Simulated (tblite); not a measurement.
A tight-binding relaxation on `CCB(O)O[CH]C=O` [radical].

Computed with GFN2-xTB geometry optimisation, gas phase (tblite 0.8.0). Start geometry: from a force field or distance geometry. A driver script takes a list of jobs; this job's settings line and coordinates (Å) are shown.

Command:
```bash
OMP_NUM_THREADS=1 python probes_run.py task.json out
```

Input:
```
{"job": {"kind": "relax", "xc": "GFN2-xTB", "basis": "xTB"}, "charge": 0, "multiplicity": 2}
C     -2.387600    -0.455800    -0.003000
C     -0.988900    -0.107000    -0.466700
B     -0.180900     0.701000     0.665400
O     -0.047700     2.153200     0.396400
O      1.068000     0.049200     1.077100
C      1.879800     0.185000    -0.064900
C      3.034000    -0.728800    -0.092900
O      4.123700    -0.286200    -0.417800
H     -2.714600    -1.342000    -0.604100
H     -2.378500    -0.799500     1.059300
H     -3.089100     0.385800    -0.177500
H     -0.988000     0.428900    -1.426200
H     -0.502400    -1.097900    -0.643500
H     -0.894200     2.625700     0.448600
H      1.175300     0.053300    -0.915500
H      2.883200    -1.756100     0.195400
```

Output:
```
step      E/eV     max force
  0    -706.63547    4.118
  1    -707.23285    2.581
  2    -707.50194    3.502
  3    -707.74618    1.367
  4    -707.88601    1.323
  5    -708.00741    1.549
  6    -708.13573    1.668
  7    -708.33425    1.434
  8    -708.49184    1.215
  9    -708.61945    1.237
... (159 lines left out)
169    -709.61876    0.028
170    -709.61893    0.024
171    -709.61903    0.023
172    -709.61914    0.019
173    -709.61921    0.019
174    -709.61927    0.018
175    -709.61931    0.017
176    -709.61935    0.013
177    -709.61938    0.011
178    -709.61940    0.009
```

«max force» is the largest atomic force in eV/Å.

From which step on does the largest force stay under 0.1 eV/Å, and how much energy is left to gain from there?

From step 134 (0.085 eV/Å), 8.0 meV above the end.

Summary of the converged run: energy lowered by 68.8 kcal/mol over 178 steps; largest atomic force 0.009 eV/Å at the end.

Give the final coordinates.

1.013 Å rms from the input after alignment:
```
atom  x, y, z in Å
C1    -2.5430   -0.0047   -0.3253
C2    -1.0441   -0.2735   -0.4890
B3    -0.1167    0.5063    0.5621
O4    -0.5761    1.3240    1.5208
O5     1.2643    0.4100    0.5579
C6     2.0024   -0.3491   -0.2294
C7     3.4168   -0.2947   -0.1575
O8     4.1644   -0.9757   -0.8512
H9    -3.1112   -0.5307   -1.0888
H10   -2.8932   -0.3456    0.6475
H11   -2.7578    1.0581   -0.4222
H12   -0.7514   -0.0027   -1.5070
H13   -0.8742   -1.3503   -0.4054
H14   -1.5253    1.4395    1.5679
H15    1.5254   -1.0227   -0.9334
H16    3.8120    0.4206    0.5832
```

The run took 1.0 s of wall time on one thread of an Arm Neoverse V1, no GPU, shared host with 64 logical CPUs at a one-minute load of 24.
Labels such as C1 count atoms from 1, the log's own numbers from 0.
